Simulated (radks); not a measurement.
Problem. The mean radii <r> (bohr) of the occupied orbitals of an atom or ion are listed with their occupations. All-electron calculation, scalar-relativistic Kohn-Sham, BLYP, spin-polarised, spherical densities, point nucleus. Program: a radial shooting solver on a logarithmic mesh with Libxc functionals.

| orbital | occ. | <r> |
|---|---|---|
| 1s up | 1 | 0.02232 |
| 1s down | 1 | 0.02232 |
| 2s up | 1 | 0.09510 |
| 2s down | 1 | 0.09510 |
| 2p up | 3 | 0.08388 |
| 2p down | 3 | 0.08388 |
| 3s up | 1 | 0.2497 |
| 3s down | 1 | 0.2495 |
| 3p up | 3 | 0.2481 |
| 3p down | 3 | 0.2479 |
| 3d up | 5 | 0.2261 |
| 3d down | 5 | 0.2258 |
| 4s up | 1 | 0.5664 |
| 4s down | 1 | 0.5663 |
| 4p up | 3 | 0.5999 |
| 4p down | 3 | 0.5999 |
| 4d up | 5 | 0.6548 |
| 4d down | 5 | 0.6555 |
| 5s up | 1 | 1.355 |
| 5s down | 1 | 1.376 |
| 5p up | 3 | 1.564 |
| 5p down | 2 | 1.602 |
| 4f up | 7 | 0.9094 |

Name the element and its charge. Open shells, if any, are filled with parallel spins first.

Solution. Z = 63, europium, charge +3: Eu3+ in [Kr] 4d10 4f7 5s2 5p5. The 1s radius gives Z: for a bare nucleus <r> = (2 gamma + 1)/(2Z) with gamma = sqrt(1 - (Z/c)^2), 0.02203 bohr for Z = 63, and screening makes it slightly larger (0.02232 here). The occupations add up to 60, and the charge is Z minus that.
